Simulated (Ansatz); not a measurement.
The lowest singlet and triplet of ClHSi (SMILES [SiH]Cl); geometries from B3LYP-D3(BJ)/def2-TZVP, each state relaxed from the structure named, with no frequency check.
Singlet (charge 0, multiplicity 1):
| atom | x (Å) | y (Å) | z (Å) |
|---|---|---|---|
| Si | -0.9364 | 0.5951 | 0.0000 |
| Cl | 0.8776 | -0.4514 | 0.0000 |
| H | -1.8095 | -0.6567 | 0.0000 |
Triplet (charge 0, multiplicity 3):
```json
[
 {"atom": "Si", "x (Å)": "-0.9771", "y (Å)": "0.4537", "z (Å)": "0.0000"},
 {"atom": "Cl", "x (Å)": "0.9272", "y (Å)": "-0.3414", "z (Å)": "0.0000"},
 {"atom": "H", "x (Å)": "-2.0822", "y (Å)": "-0.5483", "z (Å)": "0.0000"}
]
```

A positive gap puts the triplet lower; no zero-point energy. R- takes a restricted singlet. U- takes an unrestricted singlet (broken symmetry where lower, unprojected). The triplet is unrestricted in single-reference levels. Active spaces average the two states.

Correlated levels freeze the cores.

The values were computed with Ansatz (a program for electronic structure). Each number belongs to the level named beside it.

Question: One of these levels gives -1.555 eV for the gap E(singlet) − E(triplet), adiabatic. Name it.
A. SA-CASSCF(2,2)/cc-pV(D+d)Z
B. R-SCS-MP2/cc-pV(Q+d)Z
C. U-HF/cc-pV(T+d)Z (spin-contaminated)
D. U-CCSD/cc-pV(T+d)Z (spin-contaminated)

Answer: B, R-SCS-MP2/cc-pV(Q+d)Z. The others give -0.797 (U-HF/cc-pV(T+d)Z (spin-contaminated)), -1.430 (U-CCSD/cc-pV(T+d)Z (spin-contaminated)), -1.231 (SA-CASSCF(2,2)/cc-pV(D+d)Z)

Doubts at one or more of the structures used: a restricted determinant that unrestricted orbitals would lower (R-SCS-MP2/cc-pV(Q+d)Z); T1 above 0.05 (U-CCSD/cc-pV(T+d)Z (spin-contaminated)).
